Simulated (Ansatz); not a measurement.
Computed with Ansatz on PBE0-D4/def2-TZVP structures; ΔE is electronic, products minus reactants. CBS: MP2 limit from def2 TZ/QZ plus the TZ coupled-cluster correction, frozen cores. This one scheme is used for every species. Functionals use def2-TZVPP. B3LYP here is the variant with VWN-RPA as its local correlation; programs differ in this. Elements past krypton have def2 core potentials. For Sb outer-core shells are correlated without core-valence functions, which leaves a few kJ/mol of doubt a bond. One conformer a species, not always the lowest.

Reaction (ligand exchange at the Si–N bond): `[SiH3][NH][SbH2]` + `N[SiH](O)F` → `O[SiH](F)N[SiH3]` + `[NH2][SbH2]`

```tsv
level	ΔE (kJ/mol)	difference from CCSD(T)/CBS
PBE-D4	3.6	-2.1
r2SCAN-D4	3.4	-2.3
B3LYP-D4	4.6	-1.1
ωB97X-V	4.0	-1.7
ωB97M-V	4.1	-1.6
B2PLYP	4.5	-1.2
PBE	2.9	-2.8
PBE0	3.9	-1.8
B3LYP	3.3	-2.4
HF/def2-TZVPP	3.7	-2.0
CCSD/def2-TZVPP	4.6	-1.1
CCSD(T)/def2-TZVPP	4.6	-1.1
MP2/def2-QZVPP	7.7	2.0
SCS-MP2/def2-QZVPP	6.3	0.6
MP2/CBS(def2)	8.0	2.3
CCSD/CBS(def2)	5.7	0.0
CCSD(T)/CBS	5.7	0
```

Largest T1 diagnostic among the species: 0.013.
